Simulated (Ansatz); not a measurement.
This geometry of AlF2H3O (7 atoms, charge 0, multiplicity 1) is a first-order saddle point.

Method: RKS PBE-D4/def2-SVP (Ansatz 0.2.0).

```xyz
7
Properties=species:S:1:pos:R:3
Al 0.056 -0.249 -0.063
H 0.006 -0.058 1.689
F 1.461 0.364 -0.721
F -1.422 0.086 -0.770
O 0.154 -1.971 0.586
H -0.598 -2.587 0.488
H 0.015 -1.109 1.514
```

**Question.** Which two structures does it join? (They come from a converged band through this point; their orientation in space is the band's.)

**Answer.** Bonds broken: Al1–H2, O5–H7. Bonds formed: H2–H7. AlF2H3O becomes AlF2HO + H2.

Image 0:

```xyz
7
Properties=species:S:1:pos:R:3
Al 0.087 0.020 0.150
H -0.016 0.768 1.548
F 1.454 0.236 -0.803
F -1.346 -0.332 -0.701
O 0.148 -1.916 0.676
H -0.676 -2.210 0.224
H 0.020 -2.091 1.630
```

Image 6:

```xyz
7
Properties=species:S:1:pos:R:3
Al 0.031 -0.580 -0.224
H 0.067 0.237 1.848
F 1.413 0.310 -0.498
F -1.438 0.124 -0.594
O 0.165 -2.242 0.143
H -0.599 -2.839 0.111
H 0.031 -0.535 1.938
```

**Question.** How far does it lie above each of them?

**Answer.** 0.69 eV above the first and 0.63 eV above the second. This is the barrier of this one path; another mechanism may lie lower. The orbitals stay closed-shell, which can raise the energy where a bond breaks towards radicals; this wasn't checked here.

Time of the run: 97 s on 1 thread of Arm Neoverse V2, on a shared host, peak memory 0.13 GiB.
